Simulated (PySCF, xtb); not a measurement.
H2Sb, SMILES [SbH2+] (connectivity only; charge and spin as stated), charge +1, multiplicity 1.

GFN2-xTB (xtb 6.7.1) at its own geometry gives an orbital gap of 2.08 eV.

Geometry optimised at B3LYP-D3(BJ)/def2-TZVPD. The def2 effective core potentials stand for the cores of Sb; spin–orbit coupling is left out.

Question: What does HF/def2-TZVPD in PySCF give? (An estimate is asked for; the answer gives what the named calculation found.)

Answer: gap 9.76 eV (levels -17.42 and -7.66 eV).
